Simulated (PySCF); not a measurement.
Correlation energy of Tl⁺ (thallium, charge +1)

[Xe] 4f14 5d9 6s2 6p1, one real determinant (an excited configuration). Computed with PySCF 2.14 in ANO-RCC-VTZP, with the spin-free X2C one-electron Hamiltonian (Gaussian nucleus). Frozen: [Kr] 4d10 4f14; 20 electrons correlated.

| level | correlation energy (mhartree) |
| --- | --- |
| CCSD | -571.29 |
| (T) | -16.18 |
| CCSD(T) | -587.47 |

Diagnostics: T1 = 0.0087, D1 = 0.0364, largest double amplitude 0.056.

The real determinant used has ⟨L²⟩ near 8 against 12 for a pure F term, so it mixes terms. Spin-orbit coupling, absent here, splits the open shell strongly.

Cost of the coupled-cluster step: about 50 core-seconds, for 20 correlated electrons.

The basis was made for the ground configuration and has no added diffuse functions, which can raise the energy of the promoted electron.

The reference is one real determinant that mixes LS terms of this configuration.
